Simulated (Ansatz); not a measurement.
Program: Ansatz. Geometries: PBE0-D4/def2-TZVP. ΔE: electronic, gas phase. CCSD(T)/CBS adds triple-zeta CCSD(T) − MP2 to the extrapolated MP2 energy (def2 sets, frozen cores). This one scheme is used for every species, atoms too. Open shells (•) are unrestricted, without spin–orbit coupling. Spin–orbit coupling would lower the free atoms: a little for Al, C; clearly for Ge. For Ge outer-core shells are correlated without core-valence functions, so the limit isn't a true one: a few kJ/mol of doubt a bond, and 10 to 20 or more in all where bonds break to atoms. Scalar relativity is left out up to krypton.

Reaction (atomization): `C[CH]1[AlH][GeH2]1` → Al• + 2 C• + Ge• + 7 H•

```json
{"level": "MP2/def2-TZVPP", "ΔE (kJ/mol)": "3459.3"}
{"level": "HF/CBS(def2)", "ΔE (kJ/mol)": "2579.5"}
```

What does CCSD(T)/CBS give? (Best estimate.)

Computed: +3524.9 kJ/mol. The listed levels differ from it by -65.6, -945.4 kJ/mol.

Largest T1 diagnostic among the species: 0.018.

From PBE to PBE0 (25 % exact exchange), in def2-TZVPP and without D4, ΔE moves by −28.9 kJ/mol: exact exchange takes away binding that semilocal exchange gives to molecules. In def2-TZVPP, CCSD(T) changes the Hartree–Fock value by +868.6 kJ/mol (the triples alone add +48.8 kJ/mol) and MP2 by +881.1 kJ/mol; breaking electron pairs costs correlation energy, which Hartree–Fock lacks. The D4 term adds +35.9 kJ/mol with B3LYP and +18.8 kJ/mol with PBE0; it sums over pairs of atoms, weighted by their polarisabilities, and B3LYP, whose exchange is more repulsive, gets the larger term.

B3LYP here is the variant with VWN-RPA as its local correlation; programs differ in this.

For atomizations the MP2-based limit and the directly extrapolated one differ by several kJ/mol either way, and by 10 to 25 for some Ge, Se and Sn compounds, so smaller differences from it don't rank the levels.
